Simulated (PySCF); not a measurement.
PySCF job for hexa-1,5-dien-3-yne (C6H6), SMILES C=CC#CC=C, PBE0/pcSseg-1. Geometry: PBE0-D3(BJ)/def2-SVP.

```python
import numpy as np
from pyscf import gto, scf, dft
from pyscf.prop.nmr import rks as nmr

mol = gto.M(
    atom='''
    C     0.00000000    2.81178528    0.67208073
    C    -0.00000000    2.02830256   -0.41864409
    C     0.00000000    0.61001227   -0.39411125
    C    -0.00000000   -0.61001227   -0.39411125
    C    -0.00000000   -2.02830256   -0.41864409
    C     0.00000000   -2.81178528    0.67208073
    H    -0.00000000    3.89996148    0.57762549
    H    -0.00000001    2.38649129    1.67875559
    H    -0.00000000    2.49303385   -1.41233339
    H     0.00000000   -2.49303385   -1.41233339
    H    -0.00000000   -2.38649129    1.67875559
    H    -0.00000000   -3.89996148    0.57762549
    ''',
    basis='pcSseg-1',
    charge=0,
    spin=0,
    max_memory=1600,
    verbose=3,
)
mf = dft.RKS(mol, xc='pbe0')
mf.grids.level = 3
mf.conv_tol = 1e-10
mf.max_cycle = 100
mf.kernel()
n = nmr.NMR(mf)
n.verbose = 2
n.max_cycle_cphf = 60
sigma = n.kernel()
print('atom   isotropic/ppm   span/ppm')
for i, s in enumerate(sigma):
    w = np.linalg.eigvalsh((s + s.T) / 2)
    print(f'{mol.atom_symbol(i):2s}{i + 1:3d} {w.mean():14.3f} {w[2] - w[0]:11.3f}')
```

Output:

```
converged SCF energy = -231.821991233131
atom   isotropic/ppm   span/ppm
C   1         47.081     238.272
C   2         58.514     216.772
C   3         85.570     211.687
C   4         85.570     211.687
C   5         58.514     216.772
C   6         47.081     238.272
H   7         25.459       6.308
H   8         25.302       7.770
H   9         25.164       5.047
H  10         25.164       5.047
H  11         25.302       7.770
H  12         25.459       6.308
```

The calculation finished and met its thresholds.
